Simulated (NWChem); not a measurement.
System: C$_{2}$H$_{8}$Hf; SMILES [CH3][HfH2][CH3]

NWChem input:

```
start job
memory heap 200 mb stack 900 mb global 1100 mb
geometry units angstroms noautoz
  Hf     0.000000     0.000000    -0.315436
  C      1.761586     0.000000     0.996950
  H      1.796673    -0.898548     1.654515
  H      1.796673     0.898548     1.654515
  H      2.692084     0.000000     0.382216
  C     -1.761586     0.000000     0.996950
  H     -1.796673     0.898548     1.654515
  H     -1.796673    -0.898548     1.654515
  H     -2.692084     0.000000     0.382216
  H      0.000000     1.568350    -1.341559
  H      0.000000    -1.568350    -1.341559
end
basis spherical
  * library def2-svp
end
ecp
  Hf library def2-ecp
end
dft
  xc m06-l
  grid coarse
  iterations 150
  mulliken
end
task dft gradient
```

Parts of the log:

```
             Northwest Computational Chemistry Package (NWChem) 7.3.0
             --------------------------------------------------------

 C2V symmetry detected

                             Geometry "geometry" -> ""
                             -------------------------

 Output coordinates in angstroms (scale by  1.889725989 to convert to a.u.)

  No.       Tag          Charge          X              Y              Z
 ---- ---------------- ---------- -------------- -------------- --------------
    1 Hf                  72.0000     0.00000000     0.00000000    -0.24969015
    2 C                    6.0000     1.76158600     0.00000000     1.06269585
    3 H                    1.0000     1.79667300    -0.89854800     1.72026085
    4 H                    1.0000     1.79667300     0.89854800     1.72026085
    5 H                    1.0000     2.69208400     0.00000000     0.44796185
    6 C                    6.0000    -1.76158600     0.00000000     1.06269585
    7 H                    1.0000    -1.79667300     0.89854800     1.72026085
    8 H                    1.0000    -1.79667300    -0.89854800     1.72026085
    9 H                    1.0000    -2.69208400     0.00000000     0.44796185
   10 H                    1.0000     0.00000000     1.56835000    -1.27581315
   11 H                    1.0000     0.00000000    -1.56835000    -1.27581315

 Effective nuclear repulsion energy (a.u.)     366.2256751059

      Symmetry information
      --------------------

 Group name             C2v
 Group number             16
 Group order               4
 No. of unique centers     5

                                 NWChem DFT Module
                                 -----------------

 Summary of "ao basis" -> "ao basis" (spherical)
 ------------------------------------------------------------------------------
       Tag                 Description            Shells   Functions and Types
 ---------------- ------------------------------  ------  ---------------------
 Hf                         def2-svp                12       32   6s3p2d1f
 C                          def2-svp                 6       14   3s2p1d
 H                          def2-svp                 3        5   2s1p

      Symmetry analysis of basis
      --------------------------

        a1         38
        a2         14
        b1         27
        b2         21

            General Information
            -------------------
          SCF calculation type: DFT
          Wavefunction type:  closed shell.
          No. of atoms     :    11
          No. of electrons :    32
           Alpha electrons :    16
            Beta electrons :    16
          Charge           :     0
          Spin multiplicity:     1
          Use of symmetry is: on ; symmetry adaption is: on
          Maximum number of iterations: 150
          AO basis - number of functions:   100
                     number of shells:    48
          Convergence on energy requested:  1.00D-06
          Convergence on density requested:  1.00D-05
          Convergence on gradient requested:  5.00D-04

              XC Information
              --------------
                        M06-L Method XC Functional
                         M06-L Exchange Functional  1.000
                       M06-L Correlation Potential  1.000

             Grid Information
             ----------------
          Grid used for XC integration:  coarse
          Radial quadrature: Mura-Knowles
          Angular quadrature: Lebedev.
          Tag              B.-S. Rad. Rad. Pts. Rad. Cut. Ang. Pts.
          ---              ---------- --------- --------- ---------
          Hf                  1.55      104           9.0       302
          C                   0.70       35          11.0       302
          H                   0.35       35          12.0       302
          Grid pruning is: on
          Number of quadrature shells:   244
          Spatial weights used:  Erf1

      Superposition of Atomic Density Guess
      -------------------------------------

 Sum of atomic energies:        -131.18209341

      Non-variational initial energy
      ------------------------------

 Total energy =    -127.500432
 1-e energy   =    -363.066374
 2-e energy   =     144.639756
 HOMO         =      -0.307318
 LUMO         =       0.008366

      Symmetry analysis of molecular orbitals - initial
      -------------------------------------------------

  Numbering of irreducible representations:

     1 a1          2 a2          3 b1          4 b2

  Orbital symmetries:

     1 a1          2 b1          3 a1          4 b1          5 a1
     6 b2          7 a1          8 b1          9 a1         10 b2
    11 a2         12 b1         13 a1         14 a1         15 b2
    16 b1         17 a1         18 a2         19 b1         20 a1
    21 b2         22 a1         23 b1         24 a1         25 b2
    26 b2

     ---------------------------------------------
      Total Density - Mulliken Population Analysis
     ---------------------------------------------

    Atom       Charge   Shell Charges
 -----------   ------   -------------------------------------------------------
    1 Hf  12    10.09   0.03 -0.30  1.76  0.50  0.62  0.24  5.47  0.58  0.11  0.93  0.10  0.05
    2 C    6     6.96   1.99  0.99  0.36  2.20  1.40  0.01
    3 H    1     0.85   0.64  0.18  0.03
    4 H    1     0.85   0.64  0.18  0.03
    5 H    1     0.85   0.64  0.18  0.03
    6 C    6     6.96   1.99  0.99  0.36  2.20  1.40  0.01
    7 H    1     0.85   0.64  0.18  0.03
    8 H    1     0.85   0.64  0.18  0.03
    9 H    1     0.85   0.64  0.18  0.03
   10 H    1     1.45   0.77  0.68  0.00
   11 H    1     1.45   0.77  0.68  0.00

   convergence    iter        energy       DeltaE   RMS-Dens  Diis-err
 ---------------- ----- ----------------- --------- --------- ---------
 d= 0,ls=0.0,diis     1   -128.8368263698 -2.20D+02  2.13D-02  6.57D-01
 d= 0,ls=0.0,diis     2   -128.5068735401  3.30D-01  1.53D-02  2.79D+00
 d= 0,ls=0.0,diis     3   -128.9444145426 -4.38D-01  1.84D-03  1.61D-02
 d= 0,ls=0.0,diis     4   -128.9468890713 -2.47D-03  1.08D-03  1.71D-03
 d= 0,ls=0.0,diis     5   -128.9307319889  1.62D-02  1.03D-03  1.39D-02
  Resetting Diis
 d= 0,ls=0.0,diis     6   -128.9331752802 -2.44D-03  1.10D-03  1.02D-02
 d= 0,ls=0.0,diis     7   -128.9352204843 -2.05D-03  4.85D-03  7.10D-03
 d= 0,ls=0.0,diis     8   -128.9395058009 -4.29D-03  6.32D-04  5.82D-04
 d= 0,ls=0.0,diis     9   -128.9395703466 -6.45D-05  2.20D-04  3.28D-04
 d= 0,ls=0.0,diis    10   -128.9396201159 -4.98D-05  6.35D-05  2.07D-05
 d= 0,ls=0.0,diis    11   -128.9396231141 -3.00D-06  1.96D-05  3.56D-06
 d= 0,ls=0.0,diis    12   -128.9396238982 -7.84D-07  6.52D-06  1.48D-07

         Total DFT energy =     -128.939623898173
      One electron energy =     -366.698003926532
           Coulomb energy =      166.532595339705
    Exchange-Corr. energy =      -19.700401472467
 Nuclear repulsion energy =       90.926186161121

 Numeric. integr. density =       32.000040400395

                  Occupations of the irreducible representations
                  ----------------------------------------------

                     irrep           alpha         beta
                     --------     --------     --------
                     a1                7.0          7.0
                     a2                1.0          1.0
                     b1                5.0          5.0
                     b2                3.0          3.0

                       DFT Final Molecular Orbital Analysis
                       ------------------------------------

 Vector   14  Occ=2.000000D+00  E=-2.508207D-01  Symmetry=b2
              MO Center= -2.9D-15, -3.4D-13, -1.1D+00, r^2= 3.0D+00
   Bfn.  Coefficient  Atom+Function         Bfn.  Coefficient  Atom+Function
  ----- ------------  ---------------      ----- ------------  ---------------
    17      0.384500   1 Hf d -1             92     -0.315325  10 H  s
    97      0.315325  11 H  s                91     -0.307564  10 H  s
    96      0.307564  11 H  s                 8      0.207451   1 Hf py
    14     -0.032354   1 Hf py               40     -0.027922   2 C  py
    69     -0.027922   6 C  py

 Vector   15  Occ=2.000000D+00  E=-2.467252D-01  Symmetry=a1
              MO Center=  2.7D-11,  3.4D-13,  2.1D-01, r^2= 4.1D+00
   Bfn.  Coefficient  Atom+Function         Bfn.  Coefficient  Atom+Function
  ----- ------------  ---------------      ----- ------------  ---------------
    20      0.388830   1 Hf d  2             36     -0.236324   2 C  px
    65      0.236324   6 C  px               39     -0.193005   2 C  px
    68      0.193005   6 C  px                9     -0.186341   1 Hf pz
    91     -0.172250  10 H  s                96     -0.172250  11 H  s
    92     -0.167276  10 H  s                97     -0.167276  11 H  s

[...]

                         DFT ENERGY GRADIENTS

    atom               coordinates                        gradient
                 x          y          z           x          y          z
   1 Hf      0.000000   0.000000  -0.471846    0.000000   0.000000   0.001451
   2 C       3.328915   0.000000   2.008204   -0.003304   0.000000  -0.001882
   3 H       3.395220  -1.698010   3.250822   -0.000652  -0.005073   0.003095
   4 H       3.395220   1.698010   3.250822   -0.000652   0.005073   0.003095
   5 H       5.087301   0.000000   0.846525    0.004306   0.000000  -0.004318
   6 C      -3.328915   0.000000   2.008204    0.003304   0.000000  -0.001882
   7 H      -3.395220   1.698010   3.250822    0.000652   0.005073   0.003095
   8 H      -3.395220  -1.698010   3.250822    0.000652  -0.005073   0.003095
   9 H      -5.087301   0.000000   0.846525   -0.004306   0.000000  -0.004318
  10 H       0.000000   2.963752  -2.410937    0.000000   0.000946  -0.000714
  11 H       0.000000  -2.963752  -2.410937   -0.000000  -0.000946  -0.000714
```

Level: M06-L/def2-SVP with def2 effective core potentials on Hf. Geometry: optimised at PBE-D3(BJ)/def2-SVP. Not confirmed as a minimum by frequencies. def2 effective core potentials on Hf; no spin-orbit coupling.
